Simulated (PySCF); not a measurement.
**Adding and removing an electron: TlI**

r²SCANh; basis Tl def2-SVP with ECP60, I def2-SVP with ECP28; scalar-relativistic core potentials; PySCF 2.14. Neutral (UKS): singlet (closed shell), Re = 2.864 Å, ωe = 150 cm⁻¹, De = 3.58 eV, HOMO -6.44 eV, LUMO -2.11 eV.

TlI⁺ (UKS): doublet (π ↑), Re = 3.398 Å, ωe = 69.3 cm⁻¹. The energies at the minima are -470.46007 hartree for TlI and -470.14291 for TlI⁺.

**Question.** Work out the adiabatic ionisation energy, without and with harmonic zero-point energies (1 hartree = 27.2114 eV, 1 eV = 8065.5 cm⁻¹), and the change of the bond length.

**Answer.** At r²SCANh: 0.31716 hartree = 8.630 eV between the minima; the zero-point term (69.3 − 150.0)/2 cm⁻¹ = -0.005 eV makes it 8.625 eV. Re changes by +53.4 pm against the neutral. Minus the HOMO energy is 6.44 eV, -2.19 eV from the value between the minima; self-interaction puts the Kohn–Sham level too high, less so with exact exchange. The electron leaves a π orbital, and the ion is left as a loose complex of an ion and an atom.

These are scalar-relativistic numbers at best; spin–orbit coupling would shift them, the dissociation energy most. States were picked by a PBE0 search and need not be the measured ground states.
